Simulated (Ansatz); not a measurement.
Input (CCSDT(Q)/cc-pV(D+d)Z; Ansatz, a first-principles code): A basis named .json is the Basis Set Exchange file of that set.

Ansatz 0.2 input:
```yaml
crystal:
  periodic: [false, false, false]
  atoms:
    - {symbol: B, position_ang: [-0.72509639, -0.08391275, -0.83602996]}
    - {symbol: H, position_ang: [-1.82746502, 0.38725339, -0.92360255]}
    - {symbol: O, position_ang: [-0.00688999, -0.79567899, -1.57908199]}
    - {symbol: Si, position_ang: [0.28965055, 0.35667860, 0.97270928]}
    - {symbol: H, position_ang: [0.38010227, 1.83331733, 1.05720522]}
    - {symbol: H, position_ang: [1.62895745, -0.26026351, 0.99113602]}
    - {symbol: H, position_ang: [-0.55610051, -0.16881188, 2.07013715]}
basis:
  gaussian:
    orbitals: cc-pV_D+d_Z.json
magnetization: {spin_polarized: true, initial_magnetization: 1}
correlation: {method: ccsdt_q, electrons: outside_noble_gas}
```

Output:

```
Functional definition: HF
integrals: 0.11 GiB planned
1354 factors; integrals over basis functions are off by at most 1.5e-7 eV
mean field: 0.31 GiB planned
mean field evaluation 1: about -10629.3655 eV, gradient 2.9e1 eV
mean field evaluation 2: about -10629.4229 eV, gradient 2.9e1 eV
mean field evaluation 4: about -10633.7805 eV, gradient 3.2e0 eV
mean field evaluation 8: about -10634.2697 eV, gradient 3.9e-1 eV
mean field evaluation 16: about -10634.2770 eV, gradient 7.4e-5 eV
mean field evaluation 32: about -10631.9082 eV, gradient 4.4e-2 eV
mean field evaluation 64: about -10631.9064 eV, gradient 3.2e-1 eV
mean field evaluation 96: about -10628.5006 eV, gradient 1.3e-1 eV
mean field evaluation 128: about -10634.2770 eV, gradient 2.0e-4 eV
mean field -10634.27695032 eV, -390.8024697524 hartree, gradient 2.1e-6 eV, S^2 0.785150; 2 other end points of the search recorded, 0 dependent functions left out
determinant -10634.27695032 eV, -390.8024697524 hartree, with singles and doubles -10645.10896231 eV, -391.2005388509 hartree
determinant -10631.91176046 eV, -390.7155506283 hartree, with singles and doubles -10641.86838911 eV, -391.0814499825 hartree
7 core orbitals not correlated
reference -10634.27695032 eV, -390.8024697524 hartree; 9, 8 occupied and 55, 56 virtual orbitals, 1354 factors
second order -9.37121189 eV of doubles, -0.00000000 eV of singles
coupled cluster: 4.15 GiB planned
cycle   1  -10.14370846 eV  change   -7.7e-1 eV  update   1.2e-1
cycle   2  -10.77275358 eV  change   -6.3e-1 eV  update   5.5e-2
cycle   3  -11.14257177 eV  change   -3.7e-1 eV  update   4.4e-2
cycle   4  -11.18101736 eV  change   -3.8e-2 eV  update   2.5e-2
cycle   5  -11.19348709 eV  change   -1.2e-2 eV  update   1.6e-2
cycle   6  -11.20921810 eV  change   -1.6e-2 eV  update   6.2e-3
cycle   7  -11.20870369 eV  change    5.1e-4 eV  update   2.4e-3
cycle   8  -11.20726723 eV  change    1.4e-3 eV  update   1.1e-3
cycle   9  -11.20869564 eV  change   -1.4e-3 eV  update   6.5e-4
cycle  10  -11.20860431 eV  change    9.1e-5 eV  update   3.6e-4
cycle  11  -11.20840838 eV  change    2.0e-4 eV  update   2.0e-4
cycle  12  -11.20844174 eV  change   -3.3e-5 eV  update   1.0e-4
cycle  13  -11.20848300 eV  change   -4.1e-5 eV  update   4.8e-5
cycle  14  -11.20851599 eV  change   -3.3e-5 eV  update   2.6e-5
cycle  15  -11.20856241 eV  change   -4.6e-5 eV  update   1.4e-5
cycle  16  -11.20858430 eV  change   -2.2e-5 eV  update   8.7e-6
cycle  17  -11.20858598 eV  change   -1.7e-6 eV  update   4.9e-6
cycle  18  -11.20858788 eV  change   -1.9e-6 eV  update   2.1e-6
cycle  19  -11.20858819 eV  change   -3.0e-7 eV  update   1.1e-6
perturbative correction -0.03595456 eV, -0.0013213057 hartree
Total energy: -10645.52149306 eV, -391.2156990765 hartree
```

The determinant is spin-contaminated: <S^2> is 0.79, 0.04 over the pure value.
